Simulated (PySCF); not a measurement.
Si(H)(F)2(NHSiH3) (F₂H₅NSi₂), SMILES F[SiH](F)N[SiH3]. Atoms are numbered in the order given.

```xyz
10

Si     0.8605    -0.2875     0.0000
F      1.7652     0.1274    -1.2710
F      1.7652     0.1274     1.2710
N     -0.6183     0.5597     0.0000
Si    -2.2464    -0.0833     0.0000
H      0.6321    -1.7426     0.0000
H     -0.5443     1.5757     0.0000
H     -3.0044     0.3585     1.2089
H     -3.0044     0.3585    -1.2089
H     -2.1235    -1.5689     0.0000
```

Geometry optimised at PBE0-D3(BJ)/def2-SVP. One conformer was computed; it need not be the lowest.

The numbers are results of PySCF with PBE/def2-TZVP, not measurements.

ESP charges are fitted to the potential on shells at 1.4 to 2.0 van der Waals radii. Atomic charges (e):

```tsv
atom	meta-Löwdin	Löwdin	ESP fit	Mulliken
Si1	1.31	-0.08	0.75	0.65
F2	-0.48	0.02	-0.27	-0.28
F3	-0.48	0.02	-0.27	-0.28
N4	___	-0.19	-0.69	-0.42
Si5	0.56	0.17	0.30	0.21
H6	___	-0.04	-0.07	-0.04
H7	___	0.19	0.39	0.22
H8	-0.09	-0.04	-0.05	-0.03
H9	-0.09	-0.04	-0.05	-0.03
H10	-0.08	-0.03	-0.04	-0.02
```

Problem. Fill in the missing entries. (The exact figures need the calculation; the answer reports its results.)

Solution. 
- N4, meta-Löwdin: -0.78
- H6, meta-Löwdin: -0.12
- H7, meta-Löwdin: 0.25

Computed Mayer and Wiberg (Löwdin basis) orders of the bonds:
```tsv
bond	Mayer	Wiberg
Si1–F2	1.16	1.74
Si1–F3	1.16	1.74
Si1–N4	1.20	1.48
N4–Si5	1.10	1.41
Si1–H6	0.93	0.91
N4–H7	0.89	0.87
Si5–H8	0.93	0.96
Si5–H9	0.93	0.96
Si5–H10	0.95	0.95
```
